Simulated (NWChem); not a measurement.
# CCl3, doublet; SMILES Cl[C](Cl)Cl

```xyz
4

Cl    -1.6323    -0.4235    -0.0248
C      0.0000     0.0000     0.2712
Cl     1.1829    -1.2019    -0.0248
Cl     0.4494     1.6253    -0.0248
```
Atoms are numbered in this order, from 1.

Results from NWChem. Spin-unrestricted. In the optimisation the excess spin sits in a (C3, its own frame). All runs use the structure optimised with PBE0/def2-SVP, spin-unrestricted. No stability test was run on the SCF state. Fermi-contact couplings, non-relativistic, static geometry.

For level BHandHLYP/pcJ-1:

| Property | Value |
|---|---|
| A(iso) 13C atom 2 (MHz) | 392 |
| A(iso) 35Cl atom 4 (MHz) | 17.6 |

Question: What are these values for level PBE/pcJ-1?

Answer: 
| Property | Value |
|---|---|
| A(iso) 13C atom 2 (MHz) | 331 |
| A(iso) 35Cl atom 4 (MHz) | 12.1 |
